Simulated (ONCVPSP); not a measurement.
# Varying the ONCV potential for Pd

Base potential:

ONCVPSP 4.0.1 input, shortened (lines: element, Z, core and valence counts, functional; n l f; lmax; l rc ep ncon nbas qcut; lloc lpopt rc5 dvloc0; l nproj debl; icmod fcfact rcfact), LDA (Perdew-Wang 92), scalar-relativistic:

```
  Pd 46.00    6    3  -001012      upf
    1    0    2.00
    2    0    2.00
    2    1    6.00
    3    0    2.00
    3    1    6.00
    3    2   10.00
    4    0    2.00
    4    1    6.00
    4    2    7.00
    2
    0    1.60    0.00    3    7    6.60
    1    1.15    0.00    4    7    7.00
    2    1.75    0.00    4    8    8.00
    4    5    0.95    6.00
    0    3    2.60
    1    2    0.50
    2    2    2.20
    3    4.25    1.80
```

In the s channel the program set the typed energies aside and used -4.634, 0.050, 2.650 Ha. In the p channel the program set the typed energies aside and used -3.364, 0.250 Ha.

All-electron outer shells of the reference configuration (LDA (PZ), scalar-relativistic, ld1.x):

```
shell  level (eV)  outermost node (bohr)  outermost maximum (bohr)
   4s     -126.09                   0.45                      0.85
   4p      -91.54                   0.46                      0.90
   4d      -41.86                   0.45                      1.06
```

Cutoffs, loose and tight: the cutoffs (Ha) at which the residual kinetic energy of the hardest occupied pseudo-wave falls to 1 and 0.1 mHa per electron. They do not see the model core or the augmentation charge, which bear on the density cutoff. Test errors are all-electron minus pseudo excitation energies from the reference, over the configurations 4s2 4p6 4d10; 4s2 4p6 4d9; 4s2 4p6 4d8; 4s2 4p6 4d9 5s1. A dash means not determined; rows that change the core or the reference have their own tests. The largest error is taken over the tests solved by every variant that gives reliable tests at all: 4s2 4p6 4d8; 4s2 4p6 4d9; 4s2 4p6 4d9 5s1.

| change | outcome | cutoff, loose | cutoff, tight | bound ghosts | GHOST(+) flags above zero | largest test error (meV) |
| --- | --- | --- | --- | --- | --- | --- |
| base | generated, projector energies reset by the program | 92 Ha | 114 Ha | none | s | +10 |
| all radii but the core radius scaled by about 0.79 (s 1.26, p 0.90, d 1.38 bohr); local potential polynomial inside 0.76 bohr (lpopt 5, dvloc0 6 Ha) | generated, projector energies reset by the program | 128 Ha | 162 Ha | none | s | -3.6 |
| all radii but the core radius scaled by about 0.84 (s 1.34, p 0.96, d 1.46 bohr); local potential polynomial inside 0.80 bohr (lpopt 5, dvloc0 6 Ha) | generated, projector energies reset by the program | 132 Ha | 159 Ha | none | s | -2.4 |
| all radii but the core radius scaled by about 0.91 (s 1.46, p 1.04, d 1.60 bohr); local potential polynomial inside 0.86 bohr (lpopt 5, dvloc0 6 Ha) | generated, projector energies reset by the program | 117 Ha | 139 Ha | none | s | +4.4 |
| all radii but the core radius scaled by about 1.04 (s 1.68, p 1.20, d 1.82 bohr); local potential polynomial inside 1.00 bohr (lpopt 5, dvloc0 6 Ha) | generated, projector energies reset by the program | 76 Ha | 101 Ha | none | s | +15 |
| all radii but the core radius scaled by about 1.11 (s 1.78, p 1.28, d 1.94 bohr); local potential polynomial inside 1.06 bohr (lpopt 5, dvloc0 6 Ha) | generated, projector energies reset by the program | 38 Ha | 86 Ha | none | s | +29 |
| all radii but the core radius scaled by about 1.18 (s 1.90, p 1.36, d 2.06 bohr); local potential polynomial inside 1.12 bohr (lpopt 5, dvloc0 6 Ha) | generated, projector energies reset by the program | 22 Ha | 68 Ha | none | none | +47 |
| all radii but the core radius scaled by about 1.30 (s 2.08, p 1.50, d 2.28 bohr); local potential polynomial inside 1.24 bohr (lpopt 5, dvloc0 6 Ha) | generated, projector energies reset by the program | 21 Ha | 24 Ha | none | none | +95 |

(1) What comes out with this change to the base: all radii but the core radius scaled by about 1.25 (s 2.00, p 1.44, d 2.18 bohr); local potential polynomial inside 1.18 bohr (lpopt 5, dvloc0 6 Ha)?

Answers

(1) outcome: generated, projector energies reset by the program; cutoff, loose: 22 Ha; cutoff, tight: 25 Ha; bound ghosts: none; GHOST(+) flags above zero: none; largest test error (meV): +69.

Reading the sweep of the scale of all radii but the core radius (base = 1) (base included, trends over the rows without a ghost): The loose cutoff falls from 128 Ha at 0.79 to 21 Ha at 1.3, with one reversal. A larger radius leaves more room for a smooth pseudo-wave, so fewer plane waves are needed; a smaller one forces it to follow the all-electron wave where it bends sharply.
